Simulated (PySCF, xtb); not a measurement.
C6H3FSi, SMILES C#C[Si](F)(C#C)C#C.

Harmonic wavenumbers (cm⁻¹) from GFN2-xTB run with xtb 6.7.1 at its own minimum, in rising order: 74, 74, 92, 145, 145, 212, 260, 260, 302, 303, 319, 547, 676, 676, 676, 681, 681, 684, 747, 748, 813, 2216, 2216, 2219, 3361, 3361, 3362.

Task: What does PBE-D3(BJ)/def2-SVP (PySCF) give at its own minimum? (An estimate is asked for; the answer gives what the named calculation found.)

Result: 84, 84, 101, 160, 160, 225, 321, 321, 382, 382, 399, 531, 697, 697, 701, 709, 709, 712, 713, 713, 883, 2093, 2095, 2095, 3390, 3390, 3390. Paired by order, the mean absolute difference is 44 cm⁻¹ and the zero-point energies are 37.0 and 37.4 kcal/mol.
